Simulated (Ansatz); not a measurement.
Program: Ansatz. Geometries: PBE0-D4/def2-TZVP. ΔE: electronic, gas phase. CCSD(T)/CBS is the MP2 limit (def2-TZVPP, def2-QZVPP) plus CCSD(T) − MP2 in def2-TZVPP, frozen cores. This one scheme is used for every species, atoms too. DFT in def2-TZVPP. No spin–orbit coupling; open shells (•) take unrestricted orbitals. Spin–orbit coupling would lower the free atoms: a little for B, C, O. One conformer a species, not always the lowest.

`BOC(=C)N` → B• + 2 C• + 6 H• + N• + O•  (atomization)

CCSD(T)/CBS gives +45.16 eV.

Task: Another level gave +45.50 eV. Which?
A. r2SCAN-D4/def2-TZVPP
B. SCS-MP2/def2-TZVPP
C. MP2/def2-TZVPP
D. PBE0/def2-TZVPP

Result: A. r2SCAN-D4 45.50, SCS-MP2/def2-TZVPP 44.65, MP2/def2-TZVPP 44.89, PBE0 45.45 eV.

Largest T1 diagnostic among the species: 0.014.

The D4 term adds +0.31 eV with B3LYP and +0.16 eV with PBE0; it sums over pairs of atoms, weighted by their polarisabilities, and B3LYP, whose exchange is more repulsive, gets the larger term. From PBE to PBE0 (25 % exact exchange), in def2-TZVPP and without D4, ΔE moves by −1.05 eV: exact exchange takes away binding that semilocal exchange gives to molecules.

B3LYP here is the variant with VWN-RPA as its local correlation; programs differ in this.

For atomizations the MP2-based limit and the directly extrapolated one differ by several kJ/mol either way, and by 10 to 25 for some Ge, Se and Sn compounds, so smaller differences from it don't rank the levels.
